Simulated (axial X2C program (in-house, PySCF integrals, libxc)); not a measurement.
Worked dissociation energy of AuCl: CCSD(T), without spin–orbit coupling

Computed with an in-house relativistic program for diatomic molecules. Spin-free means the one-electron spin-free X2C Hamiltonian. Basis: Au dyall-cv4z [15s16p10d7f7g], Cl dyall-av4z [10s9p4d3f2g] (cores contracted in-house); Gaussian nuclei, density fitting, unrestricted open shells. Masses: Au 196.967 u, Cl 34.969 u.

Molecular state: M_S = 0, Λ = 0 (closed shell).

Correlated methods: 18 electrons correlated (number of frozen shells: Au 5 s, 4 p, 2 d, 1 f; Cl 2 s, 1 p), 430 virtual spin orbitals or spinors in MP2, 178 natural virtuals in coupled cluster.

| Quantity | Value |
| --- | --- |
| E(Au) (2M_S = 1, M_L = 0) | -19009.402833 hartree |
| E(Cl) (2M_S = 1, M_L = 0) | -461.111201 hartree |
| E(AuCl) at Re | -19470.620831 hartree |
| ωe | 371.7 cm⁻¹ |
| ωexe | 1.27 cm⁻¹ |

Question: Work out De and D0.

Answer: De = -19009.402833 + (-461.111201) − (-19470.620831) = 0.10680 hartree = 2.906 eV. The zero-point energy is ωe/2 − ωexe/4 = 186 cm⁻¹ = 0.023 eV, so D0 = 2.883 eV.

Occupations by symmetry block were frozen at the best pattern of an incomplete PBE0 search. Closed shells are restricted here (equal orbitals for both partners); the stretched side of such a curve lies too high. Dissociation energies refer to the lowest single-determinant-based atoms at the same level and basis. Coupled cluster ran in a truncated set of natural virtual spinors; the MP2 energy of the rest was added. (T) has no such correction and the atoms are truncated less, which lowers De at CCSD(T) by a hundredth of an eV or more.

Each atomic determinant is the lowest at this level and need not be a pure term. Totals compare only within one Hamiltonian and basis.
